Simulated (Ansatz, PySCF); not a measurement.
5-ethynylpyrimidine (C6H4N2), SMILES C#Cc1cncnc1. Atoms are numbered in the order given.

```xyz
12

C      0.0000     0.0000     3.1923
C      0.0000     0.0000     1.9795
C      0.0000     0.0000     0.5558
C      0.0000     1.1880    -0.1943
N      0.0000     1.1879    -1.5193
C      0.0000     0.0000    -2.1180
N      0.0000    -1.1879    -1.5193
C      0.0000    -1.1880    -0.1943
H      0.0000     0.0000     4.2670
H      0.0000     2.1588     0.3139
H      0.0000     0.0000    -3.2142
H      0.0000    -2.1588     0.3139
```

The structure is a stationary point at PBE0-D3(BJ)/def2-SVP.

Two levels are set side by side: PBE-D3(BJ)/def2-SVP (Ansatz, a program for electronic structure) and PBE0-D3(BJ)/def2-SVP (Ansatz). Each level has its own optimised geometry; the coordinates shown are those of the second. Frequencies come from the Hessian of PySCF at each geometry. Differences are taken from unrounded values.

```json
[
 {"quantity": "mean bond length (Å)", "PBE0-D3(BJ)": "1.260", "PBE-D3(BJ)": "1.270", "PBE-D3(BJ) minus PBE0-D3(BJ)": "0.010"},
 {"quantity": "bond C1–C2 (Å)", "PBE0-D3(BJ)": "1.213", "PBE-D3(BJ)": "1.226", "PBE-D3(BJ) minus PBE0-D3(BJ)": "0.013"},
 {"quantity": "bond C2–C3 (Å)", "PBE0-D3(BJ)": "1.424", "PBE-D3(BJ)": "1.424", "PBE-D3(BJ) minus PBE0-D3(BJ)": "0.000"},
 {"quantity": "bond C3–C4 (Å)", "PBE0-D3(BJ)": "1.405", "PBE-D3(BJ)": "1.418", "PBE-D3(BJ) minus PBE0-D3(BJ)": "0.013"},
 {"quantity": "bond C3–C8 (Å)", "PBE0-D3(BJ)": "1.405", "PBE-D3(BJ)": "1.418", "PBE-D3(BJ) minus PBE0-D3(BJ)": "0.013"},
 {"quantity": "bond C4–N5 (Å)", "PBE0-D3(BJ)": "1.325", "PBE-D3(BJ)": "1.336", "PBE-D3(BJ) minus PBE0-D3(BJ)": "0.011"},
 {"quantity": "bond N5–C6 (Å)", "PBE0-D3(BJ)": "1.330", "PBE-D3(BJ)": "1.343", "PBE-D3(BJ) minus PBE0-D3(BJ)": "0.013"},
 {"quantity": "bond C6–N7 (Å)", "PBE0-D3(BJ)": "1.330", "PBE-D3(BJ)": "1.343", "PBE-D3(BJ) minus PBE0-D3(BJ)": "0.013"},
 {"quantity": "bond N7–C8 (Å)", "PBE0-D3(BJ)": "1.325", "PBE-D3(BJ)": "1.336", "PBE-D3(BJ) minus PBE0-D3(BJ)": "0.011"},
 {"quantity": "bond C1–H9 (Å)", "PBE0-D3(BJ)": "1.075", "PBE-D3(BJ)": "1.081", "PBE-D3(BJ) minus PBE0-D3(BJ)": "0.007"},
 {"quantity": "bond C4–H10 (Å)", "PBE0-D3(BJ)": "1.096", "PBE-D3(BJ)": "1.104", "PBE-D3(BJ) minus PBE0-D3(BJ)": "0.009"},
 {"quantity": "bond C6–H11 (Å)", "PBE0-D3(BJ)": "1.096", "PBE-D3(BJ)": "1.105", "PBE-D3(BJ) minus PBE0-D3(BJ)": "0.009"},
 {"quantity": "bond C8–H12 (Å)", "PBE0-D3(BJ)": "1.096", "PBE-D3(BJ)": "1.104", "PBE-D3(BJ) minus PBE0-D3(BJ)": "0.009"},
 {"quantity": "highest harmonic wavenumber (cm⁻¹)", "PBE0-D3(BJ)": "3487", "PBE-D3(BJ)": "3405", "PBE-D3(BJ) minus PBE0-D3(BJ)": "-82"},
 {"quantity": "mean harmonic wavenumber (cm⁻¹)", "PBE0-D3(BJ)": "1273", "PBE-D3(BJ)": "1222", "PBE-D3(BJ) minus PBE0-D3(BJ)": "-50"},
 {"quantity": "zero-point energy (kcal/mol)", "PBE0-D3(BJ)": "54.58", "PBE-D3(BJ)": "52.42", "PBE-D3(BJ) minus PBE0-D3(BJ)": "-2.16"}
]
```

Exact exchange shortens and stiffens bonds; PBE has none. Differences between two approximate levels are no errors against the true value.
